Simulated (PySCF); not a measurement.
**Nuclear quadrupole coupling in `[SiH3]CC(=S)C1(Cl)CC1`**

Species: C5H9ClSSi.
Z-matrix (Å and degrees, GFN2-xTB geometry), rows numbered from 1:
```
Si
C   1  1.9382
C   2  1.4634  1  109.96
S   3  1.6384  2  121.75  1  -106.06
C   3  1.4682  2  118.98  1    71.86
Cl  5  1.7673  3  114.79  2    -4.75
C   5  1.5118  3  120.06  2   140.76
C   7  1.4875  5   60.49  3   109.70
H   1  1.4620  2  106.40  3   115.03
H   1  1.4606  2  110.31  3    -3.61
H   1  1.4594  2  107.75  3  -125.35
H   2  1.0877  1  109.54  3  -120.54
H   2  1.0893  1  107.76  3   120.87
H   7  1.0789  5  117.31  8   109.45
H   7  1.0803  5  116.15  8  -109.26
H   8  1.0802  5  116.28  7   109.30
H   8  1.0789  5  117.15  7  -109.31
```

Field gradients from the PBE0/pcSseg-1 density (PySCF, non-relativistic), principal values in atomic units, ordered |Vxx| ≤ |Vyy| ≤ |Vzz|:

```json
{"atom": "S4", "Vxx": "1.2254", "Vyy": "1.4694", "Vzz": "-2.6948"}
{"atom": "Cl6", "Vxx": "-1.8611", "Vyy": "-2.0439", "Vzz": "3.9050"}
```

Question: Find the asymmetry η = (Vxx − Vyy)/Vzz and the couplings χ = eQV/h (234.96 MHz × Q in barn × V in au), with Q(33S) = −0.0678 b, Q(35Cl) = −0.0817 b.

Answer: 
```csv
atom,environment,nucleus,η,χzz (MHz),χxx (MHz),χyy (MHz)
S4,thiocarbonyl sulfur,33S,0.09,42.93,-19.52,-23.41
Cl6,alkyl chlorine,35Cl,0.05,-74.96,35.73,39.24
```

Question: What is Vzz at S4 in SI units (1 au = 9.71736 × 10²¹ V/m²)?

Answer: -2.6948 au = -26.186 × 10²¹ V/m².

Were the hydrogens deuterons (Q(2H) = 0.00286 b), χzz would run from 109 kHz (H9 and H10) to 221 kHz (H17 and H14).

The structure is a single GFN2-xTB conformer in the gas phase; no vibrational or solvent corrections. GFN2-xTB bond lengths can be off by several hundredths of an ångström, more for odd bonds, and the gradients follow them. These gradients aren't converged with respect to the basis.
